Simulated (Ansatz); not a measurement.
CH₆AsGaO₂ (`O[C](O)([GaH2])[AsH2]`). The species carries charge 0 and has multiplicity 1. Geometry: relaxed with PBE0-D4/def2-TZVP. It is one conformer, not always the lowest.

```xyz
11

O    -0.247    1.161    0.791
C     0.272    0.088    0.047
O     1.676    0.017    0.162
Ga   -0.683   -1.496    0.846
As   -0.016    0.223   -1.924
H     0.068    1.991    0.407
H     1.893   -0.141    1.088
H    -1.984   -2.097    0.213
H    -0.024   -2.084    2.149
H     0.505    1.659   -2.003
H    -1.461    0.679   -1.777
```

(1) What is the dipole moment at ωB97M-V/def2-TZVPP? (Estimate.)

(2) And with PBE, r2SCAN, B3LYP? (An estimate is asked.)

(3) Give the Mulliken charges with ωB97M-V, PBE, r2SCAN in def2-TZVPP. (Estimate.)

## Answers

(1) Computed: 0.78 D, with components (-0.02, 0.41, 0.66) D in this frame, pointing from negative to positive charge.

(2) The calculation gave: PBE 0.93 D, r2SCAN 0.99 D, B3LYP 0.79 D.

(3) The calculation gave: 
```json
{"atom": "O1", "ωB97M-V": "-0.30", "PBE": "-0.28", "r2SCAN": "-0.34"}
{"atom": "C2", "ωB97M-V": "0.03", "PBE": "0.10", "r2SCAN": "0.13"}
{"atom": "O3", "ωB97M-V": "-0.30", "PBE": "-0.27", "r2SCAN": "-0.33"}
{"atom": "Ga4", "ωB97M-V": "0.23", "PBE": "0.17", "r2SCAN": "0.26"}
{"atom": "As5", "ωB97M-V": "0.02", "PBE": "0.06", "r2SCAN": "0.08"}
{"atom": "H6", "ωB97M-V": "0.17", "PBE": "0.17", "r2SCAN": "0.19"}
{"atom": "H7", "ωB97M-V": "0.19", "PBE": "0.19", "r2SCAN": "0.21"}
{"atom": "H8", "ωB97M-V": "-0.01", "PBE": "-0.04", "r2SCAN": "-0.06"}
{"atom": "H9", "ωB97M-V": "-0.03", "PBE": "-0.04", "r2SCAN": "-0.07"}
{"atom": "H10", "ωB97M-V": "-0.01", "PBE": "-0.04", "r2SCAN": "-0.05"}
{"atom": "H11", "ωB97M-V": "0.02", "PBE": "-0.01", "r2SCAN": "-0.02"}
```

B3LYP here is the variant with VWN-RPA as its local correlation; programs differ in this.
